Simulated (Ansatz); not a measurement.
BrClFSn (`[F][Sn]([Cl])[Br]`) radical. Total charge 0; spin multiplicity 2. Sn takes the def2 core potential. The structure was optimised at the PBE0-D4/def2-TZVP level.

```xyz
4

F    -0.393    0.735   -1.659
Sn   -0.493   -0.374   -0.099
Cl   -0.835    1.119    1.654
Br    1.721   -1.481    0.105
```

Problem. What is the dipole moment at B3LYP/def2-TZVPP? (Estimate.)

Solution. Ansatz gave: 2.37 D, with components (-1.14, -2.00, 0.55) D in this frame, pointing from negative to positive charge.

Problem. And with PBE, r2SCAN, ωB97M-V? (Best estimate.)

Solution. Ansatz gave: PBE 2.15 D, r2SCAN 2.27 D, ωB97M-V 2.41 D.

Problem. Give the Mulliken charges with B3LYP, PBE, ωB97M-V in def2-TZVPP. (Best estimate.)

Solution. The calculation gave: 
```
atom  B3LYP    PBE  ωB97M-V
  F1  -0.45  -0.40    -0.45
 Sn2   1.02   0.94     0.98
 Cl3  -0.31  -0.29    -0.29
 Br4  -0.26  -0.25    -0.24
```

B3LYP here is the variant with VWN-RPA as its local correlation; programs differ in this.
